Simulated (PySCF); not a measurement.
## Radial density of Tc⁺ (technetium, charge +1)

CAM-B3LYP, [Kr] 4d5 5s1, high-spin 7S determinant. Computed with PySCF 2.14 in aug-cc-pwCVDZ-PP with ECP28MDF (6s6p5d3f, 70 functions), with scalar relativity through the core potential. This is the valence pseudo-density: the core potential removes the inner electrons and smooths the orbitals near the nucleus.

| r (bohr) | 4πr²ρ (e/bohr) | 4πr²(ρα − ρβ) |
| --- | --- | --- |
| 0.0234 | 1.011e-05 | 0.0000 |
| 0.0393 | 2.663e-05 | 0.0000 |
| 0.0661 | 7.160e-05 | 0.0000 |
| 0.111 | 0.0003177 | 0.0000 |
| 0.187 | 0.003479 | 0.0010 |
| 0.315 | 0.07521 | 0.0225 |
| 0.529 | 1.919 | 0.3917 |
| 0.891 | 11.23 | 2.4467 |
| 1.50 | 7.417 | 3.2140 |
| 2.52 | 1.540 | 1.3635 |
| 4.24 | 0.2113 | 0.2107 |
| 7.13 | 0.002435 | 0.0024 |
| 12.0 | 1.798e-05 | 0.0000 |

Energies and moments cover only the electrons outside the core potential.
